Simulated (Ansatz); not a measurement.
Ansatz (a quantum-chemistry and plane-wave program) input:

Ansatz 0.2 input:
```yaml
crystal:
  periodic: [false, false, false]
  atoms:
    - {symbol: Te, position_ang: [0.01908105, 0.00367800, 0.38463732]}
    - {symbol: I, position_ang: [1.41345611, -2.54479339, -0.23495626]}
    - {symbol: I, position_ang: [-1.43217714, 2.54118478, -0.14242375]}
basis:
  gaussian:
    orbitals: def2-TZVP
hamiltonian:
  xc: b3lyp
  dispersion: d3bj
total_charge: -1
magnetization: {spin_polarized: true, initial_magnetization: 1}
phonons: {temperatures: {t_min: 298.15, t_max: 298.15, t_step: 100}}
```

Q: Which total energy does the run end on?

A: -863.88534 Eh (B3LYP-D3(BJ)/def2-TZVP). The basis has 150 functions.
